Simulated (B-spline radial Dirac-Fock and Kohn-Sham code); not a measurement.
In the model described below, an L3 (2p3/2) vacancy in the free molybdenum atom in the configuration 1s2 2s2 2p6 3s2 3p6 3d10 4s2 4p6 4d5 5s1, lives for 0.39 fs, which corresponds to a natural width of 1.70 eV. Out of 1000 such holes, about 37 decay by emitting a photon and the rest by ordinary Auger emission. The strongest X-ray line is Lα1 (L3-M5) at 2294.5 eV, with 83 % of the radiative rate. The strongest electron group is L3-M4M5 near 2025 eV, with 24 % of the non-radiative rate. The recommended width for the element is 1.69 eV (Campbell and Papp 2001).

These are calculated numbers from a radial B-spline solver; the model is one-electron (LDA, Dirac) transition rates at Dirac-Fock energies.
